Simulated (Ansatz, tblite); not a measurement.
Removing and adding an electron: `FC(F)(F)Sc1ccc(Sc2ccc(Sc3ccc(C(F)(F)F)cc3)cc2)cc1`. Charge 0, multiplicity 1. Geometry: PBE-D4/def2-SVP. Ansatz, gas phase; energy differences of separate SCF runs; the oxidised species was run as a doublet alone; the reduced species was run as a doublet alone.

Cartesian coordinates in Å:
```
F -2.7984 5.2212 1.3849
C -3.3362 5.9885 0.4132
F -4.1540 6.8898 0.9831
F -4.0710 5.1737 -0.3697
S -2.0650 6.9123 -0.5360
C -1.1598 5.5056 -1.1695
C -0.1465 4.9087 -0.3934
C 0.5692 3.8158 -0.8913
C 0.2651 3.2972 -2.1683
S 1.1783 1.9584 -2.9044
C 1.5206 0.8805 -1.5287
C 2.7761 0.2437 -1.4896
C 3.0606 -0.6915 -0.4841
C 2.1083 -0.9701 0.5129
S 2.5352 -2.0783 1.8441
C 1.3842 -3.4199 1.6380
C 1.2356 -4.2996 2.7331
C 0.3849 -5.4039 2.6373
C -0.3393 -5.6407 1.4548
C -1.3069 -6.7937 1.3835
F -2.5199 -6.4617 1.8986
F -0.8637 -7.8648 2.0871
F -1.5183 -7.1994 0.1078
C -0.1912 -4.7660 0.3653
C 0.6685 -3.6651 0.4486
C 0.8583 -0.3141 0.4857
C 0.5557 0.5844 -0.5402
C -0.7482 3.8964 -2.9446
C -1.4521 5.0012 -2.4497
H 0.0824 5.3149 0.6025
H 1.3698 3.3626 -0.2889
H 3.5323 0.4816 -2.2528
H 4.0337 -1.2038 -0.4624
H 1.7898 -4.1113 3.6652
H 0.2787 -6.0899 3.4901
H -0.7445 -4.9579 -0.5653
H 0.7872 -2.9968 -0.4157
H 0.1147 -0.5282 1.2678
H -0.4294 1.0726 -0.5693
H -0.9938 3.4825 -3.9342
H -2.2513 5.4649 -3.0459
```

The xTB rows come from tblite. Single mean-field runs in def2-TZVP are fitted with def2-universal-jkfit. HOMO above LUMO, or a gap near zero within one spin, warns that the state may not be the lowest or that an electron is smeared out.

| level | −HOMO (eV) | vertical IE (eV) | −LUMO (eV) | vertical EA (eV) | HOMO–LUMO gap (eV) | IE − EA (eV) | remarks |
| --- | --- | --- | --- | --- | --- | --- | --- |
| GFN2-xTB | 10.50 | 12.34 | 7.95 | 6.21 | 2.55 | 6.13 | – |
| PBE0-D4/def2-TZVP | 6.46 | 7.68 | 1.80 | 0.70 | 4.65 | 6.97 | HOMO above zero (-1 doublet) |
| BHLYP-D4/def2-TZVP | 7.27 | 7.89 | 0.82 | 0.30 | 6.45 | 7.58 | HOMO above zero (-1 doublet) |

Task: Estimate the rows for GFN1-xTB, PBE-D4/def2-TZVP.

Result: 
```
           level  −HOMO (eV)  vertical IE (eV)  −LUMO (eV)  vertical EA (eV)  HOMO–LUMO gap (eV)  IE − EA (eV)                                                                   remarks
        GFN1-xTB       11.26             13.17        8.30              6.56                2.96          6.62                                                                         –
PBE-D4/def2-TZVP        5.49              7.27        2.59              0.98                2.90          6.29  HOMO above zero (-1 doublet), gap within one spin near zero (+1 doublet)
```

   A HOMO above zero means that the electron is unbound at that level or that self-interaction error raises the level; the energy of removing that electron tells which. Raw xTB energy differences between charge states are shifted by several eV; the methods need an empirical correction for them. Sets without diffuse functions give affinities that are too small.
